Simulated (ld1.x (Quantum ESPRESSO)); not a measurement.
Results of a calculation; reference values are marked as such.
## Hardness and transferability of assorted potentials

Generated with ld1.x 7.5 (TM, RRKJ, ultrasoft, PAW), atompaw 4.2 or ONCVPSP 4.0.1. The cutoff is in Ry: for ld1.x and atompaw files where the sum of valence levels is converged to 10 mRy in a Bessel basis, for ONCV files where the hardest occupied wave has 1 mHa per electron of residual kinetic energy. The error is the largest all-electron minus pseudo excitation energy over each file’s own four to seven test configurations (ionisations up to +4, promotions, holes and added fractions of an electron), all of which were solved. The labels leave out finer settings (local radius, basis sizes, second energies), which also bear on the numbers. Spin-polarised tests are not counted. The rows are a selection from randomly drawn settings: files with unsolved tests, undetermined cutoffs or missed reference levels are left out.

A true bound ghost makes a file unfit for plane-wave use even where its test errors are small: the radial tests pick states by their node count and pass the ghost by.

| element | potential | cutoff (Ry) | largest error (meV) | bound ghosts |
| --- | --- | --- | --- | --- |
| Li | TM, LDA (PZ), scalar-relativistic, rc 2.05/4.20/4.20 (spd), local p, core correction yes, reference 2s1 2p0 | 6 | -4.8 | none |
| N | TM semilocal, LDA (PZ), scalar-relativistic, rc 1.00/1.05 (sp), local p, core correction no, reference 2s1.75 2p3.25 | 90 | +335 | none |
| Ne | ultrasoft, LDA (PZ), scalar-relativistic, rc 0.55/1.55 (sp), local smoothed, core correction no, reference 2s2 2p5 | 120 | -166 | none |
| Si | PAW, PBEsol, scalar-relativistic, rc 1.90/2.10/2.40 (spd), local smoothed, core correction yes, reference 3s1.5 3p2.5 | 10 | -57 | none |
| Ti | TM, PBE, scalar-relativistic, rc 3.05/4.05/2.55 (spd), local smoothed, core correction yes, reference 3d2 4s1.5 4p0.5 | 35 | +172 | none |
| Ti | PAW, PBEsol, scalar-relativistic, rc 1.65/1.75/1.90/1.45 (spdf), local smoothed, core correction yes, reference 3s2 3p6 3d3 4s1 4p0 | 30 | +381 | none |
| Pd | RRKJ, LDA (PZ), scalar-relativistic, rc 1.35/1.30/1.20 (spd), local p, core correction yes, reference 4s2 4p6 4d9 5s0 5p0 | 110 | +160 | none |
| Pb | RRKJ, BLYP, scalar-relativistic, rc 1.75/2.55 (sp), local p, core correction yes, reference 6s1.5 6p2.5 | 35 | -82 | none |
| Bi | TM, LDA (PZ), scalar-relativistic, rc 1.45/1.80/1.50 (spd), local d, core correction no, reference 6s2 6p3 | 60 | +396 | s, p, d, f |

(1) Fill in the row for Sb: RRKJ, PBE, non-relativistic, rc 1.95/2.00 (sp), local s, core correction yes, reference 5s2 5p3.

Results:

(1) cutoff 21 Ry, largest error -352 meV, bound ghosts: none.
